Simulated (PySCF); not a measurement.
Computed vibrations of Dy(BH4)3(NH3)

Dy(BH4)3(NH3) (singlet in the valence; each metal's 4f electrons, 9 of them, lie in its core potential, out of spins and levels). PySCF 2.14.0, RKS PBE0, Dy lcecp-1-SVP with ECP55, B def2-SVP, H def2-SVP, N def2-SVP; non-relativistic Hamiltonian with scalar-relativistic core potentials where named; density fitting; no spin-orbit coupling. Central differences of gradients.

```xyz
20

Dy    0.0818   -0.0818    0.0647
B     1.2291    1.7811    1.2054
H     1.8142    2.6641    1.7823
H     1.5945    0.6360    1.5817
H     1.4156    1.7955   -0.0329
H    -0.0075    1.8150    1.3839
B    -1.7811   -1.2291    1.2054
H    -2.6641   -1.8142    1.7823
H    -1.8150    0.0075    1.3839
H    -1.7955   -1.4156   -0.0329
H    -0.6360   -1.5945    1.5817
B     1.3145   -1.3145   -1.6729
H     1.9078   -1.9078   -2.5395
H     0.6495   -2.0686   -0.9296
H     0.4862   -0.4862   -2.1345
H     2.0686   -0.6495   -0.9296
N    -1.4172    1.4172   -1.2379
H    -1.9866    1.9866   -0.6087
H    -0.9099    2.0689   -1.8394
H    -2.0689    0.9099   -1.8394
```

Run from Python with OMP_NUM_THREADS=4. Where DIIS fails, smearing, a level shift and second-order steps follow.
It took 8.7 min on 4 threads of Intel(R) Xeon(R) Platinum 8488C (Sapphire Rapids) (shared host).

(1) What are the harmonic wavenumbers and infrared intensities?

(2) Is this a minimum?

An lcecp potential fixes the number of 4f electrons, so in runs with it no electron can move into or out of that shell.

## Answers

(1) Modes are labelled in Cs; negative numbers are unstable modes, those under 60 cm⁻¹ near the noise; a finer grid moves soft modes by up to 10 cm⁻¹.
```tsv
cm⁻¹	km/mol	symmetry
-82	–	a''
40	0.3	a''
100	25.9	a'
104	1.6	a''
108	10.8	a'
124	6.1	a''
125	10.8	a'
168	1.0	a''
189	1.1	a'
308	2.5	a'
452	115.0	a''
453	116.5	a'
473	5.6	a'
498	1.4	a''
528	0.9	a'
540	0.5	a''
541	59.4	a'
545	57.7	a''
565	0.1	a'
570	11.9	a''
573	3.8	a'
1088	0.0	a''
1092	14.4	a''
1097	12.6	a'
1099	1.5	a''
1102	40.9	a'
1104	6.2	a'
1206	261.9	a''
1207	266.0	a'
1219	188.7	a'
1230	3.9	a'
1253	0.1	a''
1255	8.8	a'
1264	5.5	a'
1264	7.5	a''
1267	9.8	a''
1272	2.6	a'
1627	29.5	a'
1630	25.2	a''
2248	122.9	a''
2254	82.2	a'
2260	202.1	a'
2294	30.9	a''
2298	206.8	a'
2306	22.8	a''
2307	140.6	a'
2329	126.7	a'
2332	171.9	a''
2635	178.7	a''
2635	176.3	a'
2637	8.5	a'
3493	34.7	a'
3612	45.5	a'
3615	45.5	a''
```

(2) No: 1 unstable; the lowest moves the atoms so:
```
Dy   0.00  0.00  0.00
B   -0.01 -0.01  0.03
H   -0.01 -0.01  0.04
H    0.08 -0.01 -0.06
H   -0.10  0.07  0.02
H    0.00 -0.08  0.12
B   -0.01 -0.01 -0.03
H   -0.01 -0.01 -0.04
H   -0.08  0.00 -0.12
H    0.07 -0.10 -0.02
H   -0.01  0.08  0.06
B   -0.02 -0.02  0.00
H   -0.05 -0.05  0.00
H    0.36 -0.04  0.32
H   -0.37 -0.37  0.00
H   -0.04  0.36 -0.32
N    0.01  0.01  0.00
H    0.17  0.17  0.00
H    0.00 -0.14 -0.17
H   -0.14  0.00  0.17
```
